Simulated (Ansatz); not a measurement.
A series at In: from `[SH][In]([SH])[SH]`, ligands are replaced one by one, each step taking up H₂ and setting free H₂S; n counts the steps. Ansatz, PBE0-D4/def2-TZVP geometries. Each molecule was computed in one conformer, which needn't be the lowest.

```csv
n,molecule,"HOMO energy, ωB97M-V/def2-TZVPP (eV)"
0,`[SH][In]([SH])[SH]`,-9.80
1,`[SH][InH][SH]`,-9.55
2,`[SH][InH2]`,?
3,`[InH3]`,-10.37
```

Q: By hand: fit a straight line y = ȳ + b (n − n̄) to the 3 given rows and predict n = 2.

A: n̄ = 1.333, ȳ = -9.907; Σ(n − n̄)(y − ȳ) = -1.033, Σ(n − n̄)² = 4.667, so b = -0.221 eV a step. Prediction: -9.907 + (-0.221) × (0.667) = -10.05 eV.

Q: By hand: compare with the computed value, -9.59 eV, and give the steps along the whole series.

A: The line misses by 0.46 eV (computed minus predicted). Steps: 0.25, -0.04, -0.78 eV.

The steps change sign along the series, so a line is a poor guide. The highest orbital can change its character along such a series. The miss is 56.1 % of the series' range.
